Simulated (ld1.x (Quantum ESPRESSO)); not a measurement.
Before and after: TM potential for oxygen

ld1.x (Quantum ESPRESSO) 7.5 input, shortened:

```
&input
   title='O', zed=8., rel=1, dft='PBE', iswitch=3,
   config='[He] 2s2 2p3 3d-2'
 /
 &inputp
   pseudotype=2, tm=.true., lloc=2,
   nlcc=.true., new_core_ps=.true.
 /
3
2S  1  0   2.00   0.00  0.85  0.85  0.0
2P  2  1   3.00   0.00  1.45  1.45  0.0
3D  3  2  -2.00   0.25  1.20  1.20  0.0
 &test
   configts(1)='2s2 2p3'
 /
```

All-electron outer shells of the reference configuration (PBE, scalar-relativistic, ld1.x):

```tsv
shell	level (eV)	outermost node (bohr)	outermost maximum (bohr)
2s	-39.66	0.28	0.86
2p	-24.45	–	0.79
```

Change: local potential the s channel.

Cutoffs: the cutoffs (Ry, on a coarse ladder) from which the occupation-weighted sum of valence levels, in a spherical-Bessel basis at the reference potential, stays within 10 and 1 mRy of its value at 400 Ry; they do not see the model core or the augmentation charge, which bear on the density cutoff. Errors are all-electron minus pseudo energies relative to the spin-unpolarised reference configuration.

**Question.** Predict the effect on cutoff, ghosts and configuration errors.

**Answer.** The potential gets neither clearly harder nor softer (80 Ry and 180 Ry → 90 Ry and 180 Ry); the errors of the 7 common tests hardly move; neither file shows a bound ghost.

```tsv
quantity	base	changed
cutoff, loose	80 Ry	90 Ry
cutoff, tight	180 Ry	180 Ry
bound ghosts	none	none
error for 2s2 2p4, meV [ΔE -16.43 eV]	+14	+13
error for 2s2 2p2, meV [ΔE 33.59 eV]	+64	+62
error for 2s2 2p1, meV [ΔE 87.46 eV]	+458	+446
error for 2s1 2p5, meV [ΔE -1.48 eV]	+71	+70
error for 2s2 2p0, meV [ΔE 164.36 eV]	+1653	+1621
error for 2s2 2p4.3, meV [ΔE -18.55 eV]	+17	+16
error for 2s0 2p6, meV [ΔE 13.51 eV]	+149	+148
s: phases at 1.59 bohr within 0.05 rad from the reference energy up to (Ry; the scan ends near 5)	3.8	4.2
p: phases at 1.59 bohr within 0.05 rad from the reference energy up to (Ry; the scan ends near 5)	3.0	3.0
d: phases at 1.59 bohr within 0.05 rad from the reference energy up to (Ry; the scan ends near 5)	to the end of the scan	to the end of the scan
```
